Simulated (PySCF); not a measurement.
PBEsol on Bi⁻ (bismuth, charge -1), [Xe] 4f14 5d10 6s2 6p4, high-spin 3P determinant. Computed with PySCF 2.14 in aug-cc-pwCVTZ-PP with ECP60MDF (8s7p6d4f1g, 96 functions), with a scalar-relativistic core potential.

```
cycle= 1 E= -214.45022587473  delta_E= -0.0155  |g|= 0.0384  |ddm|= 0.404
cycle= 2 E= -214.450568704559  delta_E= -0.000343  |g|= 0.0212  |ddm|= 0.105
cycle= 3 E= -214.450683350233  delta_E= -0.000115  |g|= 0.00155  |ddm|= 0.0347
cycle= 4 E= -214.450685530529  delta_E= -2.18e-06  |g|= 0.000634  |ddm|= 0.00701
cycle= 5 E= -214.450685820631  delta_E= -2.9e-07  |g|= 0.000663  |ddm|= 0.00409
cycle= 6 E= -214.45068615834  delta_E= -3.38e-07  |g|= 1.8e-05  |ddm|= 0.00181
cycle= 7 E= -214.450686159127  delta_E= -7.86e-10  |g|= 2.29e-06  |ddm|= 0.000168
converged SCF energy = -214.450686159127  <S^2> = 2.0061325  2S+1 = 3.0040856
```

Highest occupied orbital energy: 1.441 eV; ⟨L²⟩ = 2.03; populations by l: s 4.00, p 10.00, d 10.00, f 0.00.

Can this result be used?

With care. Self-consistency was reached. Energies and moments cover only the electrons outside the core potential. Spin-orbit coupling is strong in this species (close to jj coupling), so the high-spin LS determinant is a model state, not a physical level. At PBEsol the highest occupied level has a positive energy, so only the finite basis holds that electron; in a semilocal or global hybrid functional this comes from self-interaction and does not mean that the real anion is unbound.
